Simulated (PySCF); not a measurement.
C₂H₆F₂Si, SMILES F[C@H](C)[SiH2]F. Heavy atoms are numbered as in [CH3:1][C@@H:2]([F:3])[SiH2:4][F:5]. Hydrogens are named by the atom that carries them.

Coordinates come from a PBE0-D3(BJ)/def2-SVP optimisation. The structure was generated by enumeration; whether it is a known compound was not checked. The values are those of a single conformer.

Computed with PBE/def2-TZVP run with PySCF.

ESP charges are fitted to the potential on shells at 1.4 to 2.0 van der Waals radii. Atomic charges (e), one atom of each kind:

| atom | Löwdin | ESP fit |
|---|---|---|
| C1 (CH3) | -0.32 | -0.54 |
| C2 (CH) | -0.49 | 0.22 |
| F3 | 0.12 | -0.23 |
| Si4 (SiH2) | 0.22 | 0.37 |
| F5 | 0.00 | -0.24 |
| H on C1 | 0.14 | 0.14 |
| H on C2 | 0.14 | 0.06 |
| H on Si4 | -0.03 | -0.05 |

Computed Mayer and Wiberg (Löwdin basis) orders of the bonds:
| bond | Mayer | Wiberg |
|---|---|---|
| C1–C2 | 0.98 | 1.32 |
| C2–F3 | 1.00 | 1.62 |
| C2–Si4 | 0.98 | 1.07 |
| Si4–F5 | 1.12 | 1.73 |
